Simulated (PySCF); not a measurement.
An unknown shows these calculated signals:

$^{1}$H NMR (500 MHz, computed): δ 7.07 (m, 1H), 5.77 (m, 1H), 5.48 (m, 1H), 5.37 (m, 1H), 4.82 (m, 1H), 4.78 (m, 1H), 4.63 (m, 1H), 4.62 (m, 1H), 2.88 (m, 1H), 1.23 (d, 3H).

$^{13}$C{$^{1}$H} NMR (computed): δ 187.2 (C), 157.4 (CH), 150.2 (CH), 123.1 (CH2), 52.1 (CH), 24.0 (CH3).

PySCF 2.14 calculation with GFN2-xTB geometry and σ from GIAO-PBE0/pcSseg-1; no relativistic terms, averaged over atoms made equivalent by symmetry, fast rotation or ring inversion, one conformer, no solvent model.

Scale: $^{1}$H and $^{13}$C against TMS (reference shieldings calculated alike).

Task: Which of these does the molecule contain: a methoxy group, a Si–H bond, an aldehyde, a vinyl group CH=CH2, a non-aromatic C=C double bond, an NH or NH2 group?

Result: 
- A methoxy group: no.
- A Si–H bond: yes (δH 4.62 (m), 4.63 (m)).
- An aldehyde: no.
- A vinyl group CH=CH2: yes (δC 123.1, 150.2; δH 5.48 (m), 5.37 (m), 5.77 (m)).
- A non-aromatic C=C double bond: yes.
- An NH or NH2 group: no.

The data belong to `InChI=1S/C6H12Si2/c1-3-5(2)6-4-7-8-6/h3-5H,1,7-8H2,2H3/t5-/m1/s1`; they needn't prove each group on their own.

Carbon signals by region: 1 in the far downfield region (above 160 ppm), 3 in the sp2 and nitrile region (100–160 ppm), 1 at 50–100 ppm, 1 below 50 ppm. Above 160 ppm: 187.2, fully substituted alkene carbon.

Shifts are as computed. Against solution values, carbons near 30 ppm lie about +3 ppm off and those near 130 ppm about +5 ppm. Of 1211 compounds with measured shifts, 218 miss one by over three times the rms of a fit or turn the order of signals round; such compounds aren't used in these exercises. Multiplicities follow the n + 1 count of equivalent neighbours, as no J values were calculated; m marks all less simple cases, F and P coupling included.
